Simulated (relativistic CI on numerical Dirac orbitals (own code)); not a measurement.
**Hyperfine structure of Re⁴²⁺, mass number 185**

Calculated at this level of theory: Dirac-Coulomb-Breit CI, orbitals from a KLI potential per configuration, model QED, unscaled Slater integrals (own radial code, finite nucleus).

Configurations in the expansion (outside the closed core [Ar] 3d10): 4s2.4p3, 4s.4p4, 4s2.4p2.4d, 4p5, 4s.4p3.4d, 4s2.4p2.4f, 4s.4p3.4f, 4p4.4d, 4s.4p2.4d2, 4s2.4p.4d.4f, 4p4.4f, 4s2.4p.4d2, 4s2.4d3, 4s.4p.4d3, 4s2.4d2.4f, 4s.4p.4d2.4f, 4p3.4d2, 4p2.4d3, 4p2.4d2.4f. Double excitations out of closed p, d and f shells are left out; levels of such configurations are missing from the list, as are those of other unlisted configurations, and high levels can miss mixing partners.

Nuclear spin I = 5/2, μ = 3.176 μN, Q = 2.07 b (tables of Stone and Pyykkö). The electronic factors are computed for point nuclear moments, without core polarisation or the Bohr-Weisskopf and QED corrections.

| Level | E (cm⁻¹) | A (GHz) | B (GHz) |
| --- | --- | --- | --- |
| 4s2.4p3 2D°_5/2 | 817922 | 205.4 | -0.336 |
| 4s2.4p3 2P°_1/2 | 877231 | 708.7 |  |
| 4s.4p4 4P_5/2 | 1609367 | 376.8 | 105 |
| 4s2.4p3 2P°_3/2 | 1657139 | 81.58 | -272 |
| 4s.4p4 2S_1/2 | 1711630 | 2067 |  |
| 4s2.4p2.4d 4D_1/2 | 2039227 | 273.4 |  |

Levels with J = 0, under 50 % of one LS term, or S terms without an open s electron are left out. Small factors come from cancelling terms and can be off by tens of per cent or more.

At this charge energies of transitions that change n are usually good to better than 1 %, and those within a shell (Δn = 0) to a few per cent.

**Question.** Give the hyperfine levels of 4s2.4p3 2P°_1/2 relative to its centre of gravity.

**Answer.** With K = F(F + 1) − I(I + 1) − J(J + 1), E = AK/2: F = 2: -1240, F = 3: 885.9 GHz.

LS names give the leading component of a level, which can be under half, so a name can repeat, a term be missing and a line seem to break the LS rules.
